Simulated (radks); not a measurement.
Question: Spherical quantum dot in the effective-mass picture: electrons in a parabolic well V = omega^2 r^2 / 2 with omega = 4.12, all in effective atomic units (hartree* = m*/eps^2 hartree, bohr* = eps/m* bohr), one dielectric constant everywhere. Method: non-relativistic Kohn-Sham, r2SCAN, spin-polarised, spherical densities, generalised Kohn-Sham scheme; computed with a radial shooting solver with Libxc functionals. Levels are named by radial order and angular momentum (1s, 1p, 1d, 2s, ...), and open shells are averaged over m. At N = 29 the configuration is 1s2 1p6 1d10 2s2 1f(up 7, down 2). Does electron 30 go into 2p up or 2p down or 1f down?

Answer: Into 1f down. The total energies of the other choices lie higher by 0.346 hartree* (2p up), 0.461 hartree* (2p down).
